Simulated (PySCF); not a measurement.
Geometry (Å), atoms numbered from 1 in this order:
```xyz
16

C    -0.971   -1.235   -0.393
C    -0.565    0.233   -0.470
N    -1.744    1.052   -0.284
C     0.551    0.571    0.554
C     1.869   -0.117    0.272
F     1.864   -1.424    0.571
F     2.868    0.423    0.997
F     2.245   -0.022   -1.012
H    -1.232   -1.508    0.627
H    -1.839   -1.391   -1.027
H    -0.170   -1.882   -0.734
H    -0.184    0.450   -1.475
H    -1.529    2.039   -0.363
H    -2.162    0.885    0.625
H     0.749    1.646    0.536
H     0.243    0.288    1.563
```

Geometry: GFN2-xTB; GIAO shifts from PySCF, gas phase, non-relativistic, averaged over equivalent atoms.

At PBE0/6-31++G** (192 basis functions, roughly 90 core-seconds):
```json
{"atoms": "C5", "δ (ppm)": "129.6"}
{"atoms": "C4", "δ (ppm)": "51.1"}
{"atoms": "C2", "δ (ppm)": "46.3"}
{"atoms": "C1", "δ (ppm)": "23.2"}
{"atoms": "N3", "δ (ppm)": "50.3"}
{"atoms": "F6/F7/F8", "δ (ppm)": "-72.9"}
{"atoms": "H12", "δ (ppm)": "3.42"}
{"atoms": "H15", "δ (ppm)": "2.26"}
{"atoms": "H16", "δ (ppm)": "1.88"}
{"atoms": "H9/H10/H11", "δ (ppm)": "1.29"}
{"atoms": "H13/H14", "δ (ppm)": "0.80"}
```

References, each an isolated molecule treated in the same way: TMS for $^{13}$C (198.46 ppm), $^{1}$H (31.85 ppm); NH3 for $^{15}$N (272.83 ppm); $^{19}$F (191.09 ppm) vs CFCl3.

What do these become at PBE0/def2-SVPD?

## Answers


```
     atoms  δ at PBE0/def2-SVPD  change
        C5                128.0    -1.6
        C4                 49.1    -2.0
        C2                 44.1    -2.2
        C1                 20.5    -2.7
        N3                 48.5    -1.8
  F6/F7/F8                -70.5    +2.4
       H12                 3.29   -0.13
       H15                 2.31   +0.05
       H16                 1.88   +0.00
H9/H10/H11                 1.27   -0.02
   H13/H14                 0.65   -0.15
```

Scale: $^{13}$C (σref 194.14) and $^{1}$H (σref 31.88) against TMS; $^{15}$N (σref 269.21) against NH3; $^{19}$F (σref 198.58) against CFCl3 (reference shieldings calculated alike).

The largest change is at C1 (methyl carbon). Cost: 233 basis functions, roughly 80 core-seconds. The order of the carbon signals is the same at both levels.

Unscaled 19F shifts against computed CFCl3 carry errors that often reach 10 to 50 ppm. Experimental scales use liquid or dissolved standards, which lie at an offset from isolated NH3 (liquid NH3: subtract about 20 ppm).
